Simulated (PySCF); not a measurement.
CClF2, SMILES F[C](F)Cl, multiplicity 2. Atoms are numbered in the order given.

```xyz
4

F     -1.0614     0.0792     1.0862
C     -0.4243    -0.3267     0.0000
F     -1.0614     0.0792    -1.0862
Cl     1.2736     0.0315     0.0000
```
Charge 0, spin multiplicity 2.

Geometry: B3LYP-D3(BJ)/def2-TZVP. The isomer is the one that the SMILES or the coordinates give; other isomers of the formula were not compared.

Computed with PySCF with ωB97X/def2-TZVPD.

Mulliken values depend strongly on the basis, most of all with diffuse functions as here. ESP charges are fitted to the potential on shells at 1.4 to 2.0 van der Waals radii. Atomic charges (e):

```tsv
atom	meta-Löwdin	Mulliken	ESP fit	Mulliken spin
F1	-0.22	-0.16	-0.05	0.06
C2	0.45	0.43	0.10	0.78
F3	-0.22	-0.16	-0.05	0.06
Cl4	-0.01	-0.11	0.00	0.10
```
